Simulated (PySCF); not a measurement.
Two-component Hartree-Fock for Bi⁵⁷⁺ (bismuth, charge +57)

Start: [Ar] 3d8; 3d3/2 filled at m_j = -3/2, -1/2, +1/2, +3/2; 3d5/2 filled at m_j = -1/2, +1/2, +3/2, +5/2. Calculated with PySCF 2.14 in an even-tempered Gaussian basis (15 s from 17 bohr⁻², ratio 2.8; 13 p from 22 bohr⁻², ratio 2.8; 8 d from 22 bohr⁻², ratio 2.8; 3 f from 78 bohr⁻², ratio 3): generalised Hartree-Fock with the X2C-1e Hamiltonian and a Gaussian nucleus; one run each with spin-orbit coupling (SO) switched off, then screened by Boettger's factors.

| spinor shell | electrons | ε, spin-free (eV) | ε, screened SO (eV) | weight of nominal j (screened SO) | rms radius, screened SO (bohr) |
| --- | --- | --- | --- | --- | --- |
| 1s1/2 | 2 | -94650.7 | -94607.9 | 1.000 | 0.0178 |
| 2s1/2 | 2 | -20025.7 | -20011.2 | 1.000 | 0.0716 |
| 2p1/2 | 2 | -17669.2 | -19366.8 | 1.000 | 0.0604 |
| 2p3/2 | 4 | -17669.2 | -17017.4 | 1.000 | 0.0687 |
| 3s1/2 | 2 | -7293.9 | -7289.6 | 1.000 | 0.179 |
| 3p1/2 | 2 | -6599.0 | -7017.1 | 1.000 | 0.170 |
| 3d3/2 | 4 | -5957.6 | -6028.0 | 0.997 | 0.160 |
| 3d5/2 | 4 | -5957.6 | -5906.1 | 0.998 | 0.164 |

(1) Where does 3p3/2 lie, and what is the 3p spin-orbit splitting (screened SO)?

```tsv
quantity	spin-free	screened SO
E (hartree)	-18676.30506	-18719.27063
M_J	4	4
⟨J²⟩	20.000	20.000
⟨L²⟩	12.000	13.308
⟨S²⟩	2.000	1.800
```

Each row is a mean over spinors that exchange with the open shell spreads, by up to 43.782 eV (3p3/2).

Breit and QED terms are absent; they matter most for the inner s and p1/2 levels.

Densities and radii are taken from the X2C orbitals without a picture-change correction, which distorts them close to the nucleus.

Without spin-orbit coupling the j labels of p, d and f shells carry no meaning; the spin-free column gives the mean over the occupied spinors of each nl shell.

Answers

(1) At -6434.6 eV, 582.49 eV above 3p1/2.
